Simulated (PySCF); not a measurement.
Vertical excitations of a molecule CH9N3Si from TDDFT-PBE/def2-SVPD in PySCF, as energy in eV (oscillator strength): 4.63 (0.006), 5.09 (0.002), 5.69 (0.019), 5.76 (0.017), 5.84 (0.056), 5.99 (0.005), 6.27 (0.013), 6.35 (0.009), 6.49 (0.066), 6.55 (0.055). Lowest triplet (TDA): 4.48 eV. Coordinates come from a r2SCAN-D4/def2-SVP optimisation. One conformer was computed; it need not be the lowest.

Question: Which structure fits?
(A) C[Si](N)(N)N
(B) CN[SiH](N)N
(C) NC[SiH](N)N

Answer: C, NC[SiH](N)N
